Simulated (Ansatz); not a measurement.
Total energies of `[CH3][SnH2][CH2]F`.

```xyz
11

C     0.252   -0.499   -1.699
Sn    0.112    0.871   -0.065
C    -0.403   -0.251    1.721
F     0.459   -1.334    1.850
H     0.608    0.012   -2.593
H     0.950   -1.296   -1.442
H    -0.725   -0.936   -1.904
H     1.603    1.669    0.192
H    -1.113    2.038   -0.339
H    -1.425   -0.637    1.658
H    -0.317    0.363    2.621
```

Charge 0, multiplicity 1. Correlated methods include outer-core shells of Sn, which these sets cover unevenly. Sn: def2 effective core potential. The geometry is a stationary point of PBE0-D4/def2-TZVP. It is one conformer, not always the lowest. Basis def2-TZVPP, Ansatz 0.2.0.

RPA on PBE orbitals: Hartree–Fock energy of these orbitals -392.58281 Eh, correlation -1.47867 Eh (frozen core).

| functional | energy without D4 (Eh) | D4 term (kJ/mol) |
| --- | --- | --- |
| B3LYP | -394.69047 | -29.8 |
| CAM-B3LYP | -394.52129 | -16.0 |

(1) Give the same for LDA (SPW92), PBE, revPBE, BLYP, r2SCAN, B97M-V, PBE0, r2SCANh, r2SCAN0, HSE06 (plane-wave form), BHLYP, LC-ωPBE, ωB97X-V, ωB97M-V, B2PLYP, PBE-QIDH. (An estimate is asked.)

B3LYP takes the VWN-RPA correlation (the form of Gaussian; ORCA's B3LYP/G). HSE06 is the plane-wave form, built on full-range PBE exchange. The double hybrids freeze the cores in their second-order part.

Answers

(1) Computed: 
```json
{"functional": "LDA (SPW92)", "energy without D4 (Eh)": "-392.85271", "D4 term (kJ/mol)": "–"}
{"functional": "PBE", "energy without D4 (Eh)": "-394.38930", "D4 term (kJ/mol)": "-18.5"}
{"functional": "revPBE", "energy without D4 (Eh)": "-394.59376", "D4 term (kJ/mol)": "-53.3"}
{"functional": "BLYP", "energy without D4 (Eh)": "-394.49211", "D4 term (kJ/mol)": "-40.0"}
{"functional": "r2SCAN", "energy without D4 (Eh)": "-394.59396", "D4 term (kJ/mol)": "-4.6"}
{"functional": "B97M-V", "energy without D4 (Eh)": "-394.57544", "D4 term (kJ/mol)": "–"}
{"functional": "PBE0", "energy without D4 (Eh)": "-394.41577", "D4 term (kJ/mol)": "-15.7"}
{"functional": "r2SCANh", "energy without D4 (Eh)": "-394.57419", "D4 term (kJ/mol)": "-4.9"}
{"functional": "r2SCAN0", "energy without D4 (Eh)": "-394.54575", "D4 term (kJ/mol)": "-5.4"}
{"functional": "HSE06 (plane-wave form)", "energy without D4 (Eh)": "-394.40459", "D4 term (kJ/mol)": "-14.7"}
{"functional": "BHLYP", "energy without D4 (Eh)": "-394.44513", "D4 term (kJ/mol)": "-24.0"}
{"functional": "LC-ωPBE", "energy without D4 (Eh)": "-394.54652", "D4 term (kJ/mol)": "–"}
{"functional": "ωB97X-V", "energy without D4 (Eh)": "-394.53481", "D4 term (kJ/mol)": "–"}
{"functional": "ωB97M-V", "energy without D4 (Eh)": "-394.47722", "D4 term (kJ/mol)": "–"}
{"functional": "B2PLYP", "energy without D4 (Eh)": "-394.26371", "D4 term (kJ/mol)": "–"}
{"functional": "PBE-QIDH", "energy without D4 (Eh)": "-394.19817", "D4 term (kJ/mol)": "–"}
```

LC-ωPBE has ω = 0.4 bohr⁻¹.
